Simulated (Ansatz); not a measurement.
`[AlH2][O][SiH2]Br` + H₂ → `[AlH2][O][SiH3]` + HBr  (hydrogenolysis of the Si–Br bond)

Computed with Ansatz on PBE0-D4/def2-TZVP structures; ΔE is electronic, products minus reactants. CCSD(T)/CBS adds triple-zeta CCSD(T) − MP2 to the extrapolated MP2 energy (def2 sets, frozen cores). This one scheme is used for every species. DFT in def2-TZVPP. For Br outer-core shells are correlated without core-valence functions, which leaves a few kJ/mol of doubt a bond. Scalar relativity is left out up to krypton. One conformer a species, not always the lowest.

```json
{"level": "ωB97M-V", "ΔE (kJ/mol)": "88.2"}
{"level": "PBE0", "ΔE (kJ/mol)": "83.8"}
{"level": "SCS-MP2/def2-TZVPP", "ΔE (kJ/mol)": "85.2"}
{"level": "CCSD/CBS(def2)", "ΔE (kJ/mol)": "87.2"}
```

Task: What does CCSD(T)/CBS give? (Estimate.)

Result: The calculation gave: +90.6 kJ/mol. The listed levels differ from it by -2.4, -6.8, -5.4, -3.4 kJ/mol.

Largest T1 diagnostic among the species: 0.012.

In def2-TZVPP, CCSD(T) changes the Hartree–Fock value by +8.7 kJ/mol (the triples alone add +3.4 kJ/mol) and MP2 by +19.0 kJ/mol. The D4 term adds +8.6 kJ/mol with B3LYP and +4.6 kJ/mol with PBE0; it sums over pairs of atoms, weighted by their polarisabilities, and B3LYP, whose exchange is more repulsive, gets the larger term.

B3LYP here is the variant with VWN-RPA as its local correlation; programs differ in this.
